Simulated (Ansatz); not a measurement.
Reaction (cleavage of the Si–Si bond): `[SiH3][SiH2]SCS` + `O[SiH2]N[SiH3]` → `[SiH3]N[SiH2]O[SiH3]` + `[SiH3]SCS`

Computed with Ansatz on PBE0-D4/def2-TZVP structures; ΔE is electronic, products minus reactants. CCSD(T)/CBS adds triple-zeta CCSD(T) − MP2 to the extrapolated MP2 energy (def2 sets, frozen cores). DFT in def2-TZVPP. B3LYP here is the variant with VWN-RPA as its local correlation; programs differ in this. Each species was taken in one conformer, which may not be the lowest.

`[SiH3][SiH2]SCS`:

Cartesian coordinates in Å:
```
Si 1.839 -0.125 -1.015
Si 0.697 -0.923 0.874
S -0.648 0.476 1.790
C -2.008 0.442 0.594
S -1.574 0.768 -1.127
H 1.814 1.361 -1.040
H 3.264 -0.559 -0.941
H 1.256 -0.660 -2.271
H 1.661 -1.211 1.970
H -0.056 -2.168 0.549
H -2.477 -0.543 0.588
H -2.742 1.166 0.946
H -1.026 1.976 -0.918
```

`O[SiH2]N[SiH3]`:

Cartesian coordinates in Å:
```
O -2.121 -0.814 0.025
Si -1.193 0.446 0.535
N 0.302 0.611 -0.299
Si 1.676 -0.436 -0.214
H -2.395 -0.824 -0.893
H -0.961 0.137 1.962
H -1.901 1.741 0.344
H 0.363 1.393 -0.934
H 1.892 -1.198 -1.475
H 1.419 -1.391 0.892
H 2.919 0.335 0.058
```

`[SiH3]N[SiH2]O[SiH3]`:

```xyz
14

Si    1.962    0.039    0.999
N     1.244   -0.684   -0.397
Si    0.122    0.036   -1.478
O    -1.431   -0.068   -0.971
Si   -2.393    0.141    0.335
H     1.429    1.422    1.083
H     3.446    0.085    0.905
H     1.613   -0.702    2.242
H     1.418   -1.670   -0.534
H     0.473    1.471   -1.605
H     0.189   -0.677   -2.774
H    -3.635   -0.643    0.133
H    -2.734    1.579    0.496
H    -1.703   -0.329    1.567
```

`[SiH3]SCS`:

Z-matrix (Å, degrees):
```
Si
S 1 2.138
H 1 1.486 2 109.6
H 1 1.485 2 104.0 3 118.2
H 1 1.482 2 113.7 3 -123.3
C 2 1.816 1 100.2 3 43.0
S 6 1.802 2 116.6 1 50.9
H 6 1.090 2 106.0 1 174.7
H 6 1.091 2 109.9 1 -68.6
H 7 1.343 6 96.4 2 56.1
```

```json
{"level": "r2SCAN-D4", "ΔE (eV)": "-0.96"}
{"level": "PBE0-D4", "ΔE (eV)": "-0.85"}
{"level": "B3LYP-D4", "ΔE (eV)": "-1.04"}
{"level": "ωB97X-V", "ΔE (eV)": "-1.03"}
{"level": "HF/def2-TZVPP", "ΔE (eV)": "-1.38"}
{"level": "SCS-MP2/def2-TZVPP", "ΔE (eV)": "-1.17"}
{"level": "HF/def2-QZVPP", "ΔE (eV)": "-1.41"}
{"level": "MP2/CBS(def2)", "ΔE (eV)": "-1.09"}
```

What does CCSD(T)/CBS give? (An estimate is asked.)

The calculation gave: -1.04 eV. The listed levels differ from it by 0.08, 0.19, 0.00, 0.01, -0.34, -0.13, -0.37, -0.05 eV.

Largest T1 diagnostic among the species: 0.012.

In def2-TZVPP, CCSD(T) changes the Hartree–Fock value by +0.33 eV (the triples alone add +0.05 eV) and MP2 by +0.28 eV. From PBE to PBE0 (25 % exact exchange), in def2-TZVPP and without D4, ΔE moves by −0.10 eV.
